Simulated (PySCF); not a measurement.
[TlH2]+ relaxed at several levels

Computed with PySCF 2.14.0, def2-SVP on the ligands, density fitting, scalar-relativistic core potentials, no spin-orbit coupling, vacuum. Each row is relaxed at its own level from the same template. Distances are means of the shortest metal–ligand contacts, charges and spins Mulliken's; removal energies are rigid, with the ligand's formal charge and no counterpoise, so too large; for an anion taken off a cation in vacuum most of it is the attraction of opposite charges, and multiply charged cations can part far more cheaply with an electron moved from ligand to metal.

```csv
level,basis on the metal,point group,M–H (Å),charge on M (e),HOMO–LUMO gap (eV),removal of one H (eV),"strongest infrared band, degenerate modes summed (cm⁻¹)",unstable modes (below −25 cm⁻¹)
PBE0,def2-SVP with ECP60,D∞h,1.670,0.80,8.13,20.18,2073,0
```

Q: What does the calculation give for PBE, def2-SVP with ECP60?

A: point group: D∞h, M–H (Å): 1.687, charge on M (e): 0.79, HOMO–LUMO gap (eV): 6.14, removal of one H (eV): 20.23, strongest infrared band, degenerate modes summed (cm⁻¹): 1992, unstable modes (below −25 cm⁻¹): 0.
```xyz
3

Tl    0.0000    0.0000    0.0000
H     0.0000    0.0000    1.6870
H     0.0000    0.0000   -1.6870
```

One start shape was tried for each, so a minimum needn't be the lowest isomer.
